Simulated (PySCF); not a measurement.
ZnClI, SMILES [Cl][Zn][I]. Geometry: PBE-D3(BJ)/def2-TZVP. The def2 effective core potentials stand for the cores of I; spin–orbit coupling is left out.

Computed equilibrium geometry at PBE-D3(BJ)/def2-TZVP (PySCF confirms it by a frequency run) as Cartesian coordinates in Å, and its point group:
point group C∞v.
```xyz
3

Zn     0.0000     0.0000     0.9219
Cl     0.0000     0.0000     3.0238
I      0.0000     0.0000    -1.4917
```
Charge 0, spin multiplicity 1.
